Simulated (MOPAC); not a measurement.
MOPAC input (PM6):

```
PM6 1SCF GEO-OK AUX(PRECISION=9) THREADS=1
ClLi

Li   -0.00000000 1   -0.00000000 1   -1.71462722 1
Cl    0.00000000 1    0.00000000 1    0.30258127 1
```

Output:

```
 *******************************************************************************
 **                                                                           **
 **                              MOPAC v23.2.5                                **
 **                                                                           **
 *******************************************************************************
 ** MOPAC's Digital Object Identifier: https://doi.org/10.5281/zenodo.6511958 **
 **                                                                           **
 ** Please cite the open-source release paper for use of this MOPAC version:  **
 ** J. E. Moussa and J. J. P. Stewart (2026)                                  **
 ** MOPAC: An open-source semiempirical molecular orbital program             **
 ** J. Open Source Softw., 11(119), 8025, https://doi.org/10.21105/joss.08025 **
 *******************************************************************************

                              PM6 CALCULATION RESULTS

 *******************************************************************************
 *  PM6        - The PM6 Hamiltonian to be used
 *  GEO-OK     - OVERRIDE INTERATOMIC DISTANCE AND OTHER SAFETY CHECKS
 *  1SCF       - DO 1 SCF AND THEN STOP
 *  AUX        - OUTPUT AUXILIARY INFORMATION
 *******************************************************************************
PM6 1SCF GEO-OK AUX(PRECISION=9) THREADS=1
 ClLi

   ATOM   CHEMICAL          X               Y               Z
  NUMBER   SYMBOL      (ANGSTROMS)     (ANGSTROMS)     (ANGSTROMS)

     1      Li         -0.00000000  *  -0.00000000  *  -1.71462722  *
     2      Cl          0.00000000  *   0.00000000  *   0.30258127  *

          CARTESIAN COORDINATES

    NO.       ATOM           X           Y           Z

     1        Li         -0.0000     -0.0000     -1.7146
     2        Cl          0.0000      0.0000      0.3026

 General Reference for PM6:
 "Optimization of Parameters for Semiempirical Methods V: Modification of NDDO Approximations
 and Application to 70 Elements", J. J. P. Stewart, J. Mol. Mod., 13, 1173-1213 (2007)
 URL: https://link.springer.com/article/10.1007/s00894-007-0233-4

           Empirical Formula: Li Cl  =     2 atoms

      MOLECULAR POINT GROUP   :   C*v

      RHF CALCULATION, NO. OF DOUBLY OCCUPIED LEVELS = 4

 -------------------------------------------------------------------------------
 PM6 1SCF GEO-OK AUX(PRECISION=9) THREADS=1
 ClLi

     1SCF WAS SPECIFIED, SO BFGS WAS NOT USED
     SCF FIELD WAS ACHIEVED

                              PM6 CALCULATION
                                                       MOPAC v23.2.5 Linux

          FINAL HEAT OF FORMATION =        -53.74338 KCAL/MOL =    -224.86231 KJ/MOL

          COSMO AREA              =         80.99 SQUARE ANGSTROMS
          COSMO VOLUME            =         64.40 CUBIC ANGSTROMS

          IONIZATION POTENTIAL    =          9.981820 EV
          HOMO LUMO ENERGIES (EV) =         -9.982  2.382
          NO. OF FILLED LEVELS    =          4
          MOLECULAR WEIGHT        =         42.3930         POINT GROUP:  C*v

          MOLECULAR DIMENSIONS (Angstroms)

            Atom       Atom       Distance
           Cl     2   Li     1     2.01721
           Cl     2   Li     1     0.00000
           Li     1   Cl     2     0.00000

          SCF CALCULATIONS        =          1

   ATOM   CHEMICAL          X               Y               Z
  NUMBER   SYMBOL      (ANGSTROMS)     (ANGSTROMS)     (ANGSTROMS)

     1      Li         -0.00000000  *  -0.00000000  *  -1.71462722  *
     2      Cl          0.00000000  *   0.00000000  *   0.30258127  *

                             CARTESIAN COORDINATES

   1   Li       -0.000000000    -0.000000000    -1.714627220
   2   Cl        0.000000000     0.000000000     0.302581270

           Empirical Formula: Li Cl  =     2 atoms

      MOLECULAR POINT GROUP   :   C*v

                  EIGENVALUES
 -26.21115 -10.99549  -9.98182  -9.98182   2.38192   5.17433   5.17433   5.48629
  98.27301  98.52442  98.52442  99.32337  99.32337

              NET ATOMIC CHARGES AND DIPOLE CONTRIBUTIONS

  ATOM NO.   TYPE          CHARGE      No. of ELECS.   s-Pop       p-Pop       d-Pop
    1         Li           0.818807        0.1812     0.15842     0.02277
    2         Cl          -0.818807        7.8188     1.99859     5.81967     0.00054
 DIPOLE           X         Y         Z       TOTAL
 POINT-CHG.     0.000     0.000    -7.933     7.933
 HYBRID         0.000     0.000     0.052     0.052
 SUM            0.000     0.000    -7.882     7.882

          ATOMIC ORBITAL ELECTRON POPULATIONS

     Atom    s        px        py        pz      x^2-y^2     xz        z^2       yz        xy
    1 Li   0.15842   0.00104   0.00104   0.02068
    2 Cl   1.99859   1.99884   1.99884   1.82198   0.00000   0.00011   0.00032   0.00011   0.00000

 **********************
 *                    *
 * JOB ENDED NORMALLY *
 *                    *
 **********************

 == MOPAC DONE ==
```
